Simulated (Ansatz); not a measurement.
Two members of one family (Same ligands, another metal), computed with Ansatz in the gas phase; def2 core potentials for Ag, no spin–orbit coupling. The two geometries come from different levels. Binding counts from free atoms in the multiplicity of their measured ground term, without zero-point energy. Names give formal oxidation states. The structures are stationary points that may keep the symmetry of their start.

First: Cu(PH3)Cl (singlet, charge 0, PBE-D4/def2-TZVP geometry).

```xyz
6

Cu    0.8510    0.7618   -0.8601
P    -0.4231   -0.3784    0.4284
H    -1.7655    0.0404    0.6361
H    -0.0638   -0.5569    1.7926
H    -0.6914   -1.7400    0.1212
Cl    2.0928    1.8731   -2.1182
```

```csv
level,HOMO (eV),LUMO (eV),gap (eV),binding per atom (eV)
LDA (SPW92)/def2-TZVP,-6.00,-1.95,4.04,3.05
PBE-D4/def2-SVP,-5.28,-1.28,4.01,2.71
PBE-D4/def2-TZVP,-5.82,-1.79,4.03,2.67
PBE0-D4/def2-SVP,-6.59,-0.45,6.14,2.62
HSE06-D4/def2-TZVP,-6.69,-1.33,5.36,2.61
```

Metal–donor distances: 1 × P 2.14 Å, 1 × Cl 2.09 Å.

Second: Ag(PH3)Cl (singlet, charge 0, PBE0-D4/def2-TZVP geometry).

Cartesian coordinates in Å:
```
Ag 0.591 1.159 -0.755
P -0.319 -0.625 0.403
H -0.426 -1.875 -0.235
H -1.639 -0.525 0.884
H 0.302 -1.053 1.593
Cl 1.490 2.919 -1.889
```

What does the change do? Estimate second minus first.


```json
{"level": "LDA (SPW92)/def2-TZVP", "Δ HOMO (eV)": "-0.07", "Δ LUMO (eV)": "-0.02", "Δ gap (eV)": "0.05", "Δ binding per atom (eV)": "-0.14"}
{"level": "PBE-D4/def2-SVP", "Δ HOMO (eV)": "-0.37", "Δ LUMO (eV)": "-0.20", "Δ gap (eV)": "0.16", "Δ binding per atom (eV)": "-0.20"}
{"level": "PBE-D4/def2-TZVP", "Δ HOMO (eV)": "-0.06", "Δ LUMO (eV)": "-0.01", "Δ gap (eV)": "0.05", "Δ binding per atom (eV)": "-0.14"}
{"level": "PBE0-D4/def2-SVP", "Δ HOMO (eV)": "-0.26", "Δ LUMO (eV)": "-0.26", "Δ gap (eV)": "0.00", "Δ binding per atom (eV)": "-0.16"}
{"level": "HSE06-D4/def2-TZVP", "Δ HOMO (eV)": "0.01", "Δ LUMO (eV)": "-0.05", "Δ gap (eV)": "-0.06", "Δ binding per atom (eV)": "-0.12"}
```

Metal–donor distances: 1 × P 2.31 Å, 1 × Cl 2.28 Å.
